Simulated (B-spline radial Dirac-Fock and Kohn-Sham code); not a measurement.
# Ga²⁺ 3s: cross section and angular parameters

System: Ga²⁺ in the configuration [Ar] 3d10 4s1; threshold 178.8 eV (orbital energy of the model). The computed values come from a radial finite-basis atomic code: Dirac-Hartree-Slater photoionisation with a Latter tail; cross sections with all multipoles, angular parameters from the dipole term and its interference with E2.

For linearly polarised light dσ/dΩ = σ/(4π) [1 + β P₂(cos θ) + (δ + γ cos²θ) sin θ cos φ], with θ from the polarisation vector and φ the angle between the beam and the projection of the electron momentum on the plane normal to the polarisation.

```csv
hν (eV),σ (kb),β,γ
187,244,1.995,0.188
260,193,1.997,0.326
275,183,1.997,0.325
300,169,1.997,0.317
368,?,?,?
433,110,1.998,0.229
516,86.8,1.998,0.168
762,48.6,1.999,0.035
835,41.9,1.999,0.009
848,40.9,1.999,0.004
1000,31.1,1.999,-0.035
1253.6,21.0,1.999,-0.066
1260,20.8,1.999,-0.066
1486.9,15.4,1.999,-0.068
2000,8.82,1.999,-0.023
2100,8.03,1.999,-0.009
4000,2.15,1.999,0.344
4170,1.97,1.999,0.377
6540,0.728,1.999,0.816
9251.7,0.323,1.999,1.253
10700,0.228,1.998,1.459
11100,0.208,1.998,1.514
11400,0.195,1.998,1.554
13000,0.141,1.998,1.759
```

Q: Give the values at 368 eV.

A: σ = 135 kb, β = 1.998, γ = 0.277. For an s subshell δ is negligible.
